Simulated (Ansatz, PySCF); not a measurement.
Molecule: C2H6BO2, net charge 0, doublet state. It need not be the lowest isomer of its formula. 
Structure (B3LYP-D3(BJ)/def2-TZVP (Ansatz, a first-principles code) minimum search):
```xyz
11

B      0.0426     0.7522    -0.0293
O      1.3972     0.5489    -0.0550
C      1.9805    -0.6739    -0.0233
O     -0.7962    -0.3071     0.0311
C     -2.2088    -0.1535     0.0601
H     -0.3453     1.8789    -0.0622
H      3.0569    -0.6751    -0.0498
H      1.3656    -1.5586     0.0250
H     -2.6378    -0.6714    -0.7984
H     -2.5942    -0.6047     0.9750
H     -2.4961     0.8995     0.0275
```
Charge 0, spin multiplicity 2.

Total electronic energies in hartree. Correlated levels leave the core frozen unless marked. UHF or UKS for open shells. No spin-orbit coupling. Non-relativistic. Basis-set limits of correlation are two-point, X^-3; Hartree-Fock from the larger set. The bracket is a focal-point correction in the basis named.

```
level                                                     program  energy (Eh)
-------------------------------------------------  --------------  -----------
HF/6-31G                                                   Ansatz   -253.55727
RI-HF/cc-pVQZ                                              Ansatz   -253.78913
BLYP-D3(BJ)/def2-TZVPD                             Ansatz + dftd3   -255.17387
PBE0-D4/def2-TZVP                                  Ansatz + dftd4   -254.94514
BHLYP/def2-TZVPD                                           Ansatz   -255.10684
TPSSh-D3(BJ)/def2-TZVPD                             PySCF + dftd3   -255.25971
TPSSh-D4/def2-TZVPD                                 PySCF + dftd4   -255.26022
B2GP-PLYP-D4/def2-TZVPD                            Ansatz + dftd4   -254.99023
RPA@PBE/cc-pVQZ                                            Ansatz   -255.29595
RI-MP2/CBS(cc-pVTZ,cc-pVQZ)                                Ansatz    -254.7873
SCS-MP2/cc-pVDZ                                            Ansatz   -254.38278
SCS-MP2/cc-pVTZ                                            Ansatz   -254.65114
CCSD/cc-pVDZ                                               Ansatz   -254.44155
CCSD(T)/cc-pVTZ                                            Ansatz   -254.72913
RI-MP2/CBS(cc-pVTZ,cc-pVQZ)+[CCSD(T)-MP2]/cc-pVTZ          Ansatz    -254.8588
```

Totals of different functionals don't rank their quality; only differences between species are comparable.
